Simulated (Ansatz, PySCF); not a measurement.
Gas-phase reaction in SMILES: NC=O → NC=O as triplet, charge 0
Structures are relaxed separately at B3LYP-D3(BJ)/def2-TZVP in Ansatz (a first-principles code), one conformer each, not searched for the lowest. A spin state is the lowest found, not a proven ground state.

Property: adiabatic triplet-singlet gap (0 K, with B3LYP-D3(BJ) harmonic zero-point energies from PySCF), in eV. Correlated levels leave the core frozen unless marked. Open shells are spin-unrestricted. No spin-orbit coupling. No relativistic terms. CBS marks a two-point X^-3 extrapolation of the correlation energy; Hartree-Fock from the larger set. [CCSD(T)-MP2]/basis is that difference in the basis named.

```
level           program  adiabatic triplet-singlet gap (eV)
--------------  -------  ----------------------------------
HF/aug-cc-pVDZ   Ansatz                                3.00
HF/cc-pwCVTZ     Ansatz                                3.04
```

### Question
Predict the RI-MP2/CBS(cc-pVTZ,cc-pVQZ)+[CCSD(T)-MP2]/cc-pVTZ result (Ansatz).

### Answer
4.17 eV
